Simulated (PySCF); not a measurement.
SiCl4: computed shieldings and shifts

SiCl4, Cl4Si, point group Td.

Cartesian coordinates in Å; atom numbers follow the order of the lines, from 1:
```xyz
5

Si   -0.0015    0.0001    0.0016
Cl    0.0008   -0.0219    2.0366
Cl    1.9162    0.0102   -0.6761
Cl   -0.9617    1.6674   -0.6623
Cl   -0.9539   -1.6560   -0.6998
```

GIAO calculations in PySCF 2.14 on the PBE0-D3(BJ)/def2-SVP structure: isolated species, non-relativistic, equivalent atoms averaged; basis pcSseg-1.

Question: Give the isotropic shieldings (ppm) with KT2, PBE0.

Answer: 
```
             atoms             environment    KT2   PBE0
   Cl2/Cl3/Cl4/Cl5   chlorine bonded to Si    716    748
               Si1  silicon bonded to 4 Cl  345.3  332.3
HOMO–LUMO gap (eV)                       –   6.32   8.86
```

Question: And the chemical shifts, against references computed in the same way?

Answer: 
```csv
atoms,"nucleus, reference",KT2,PBE0
Cl2/Cl3/Cl4/Cl5,"³⁵Cl, HCl",227,195
Si1,"²⁹Si, TMS",15.7,19.7
```

Question: Which part of the shielding of Cl2/Cl3/Cl4/Cl5 depends on the functional?

Answer: Diamagnetic: KT2 1149, PBE0 1147 ppm; paramagnetic: KT2 -433, PBE0 -399 ppm. The diamagnetic part, set mainly by inner electrons, hardly moves; the paramagnetic part goes with low-lying magnetically allowed excitations and carries the spread.
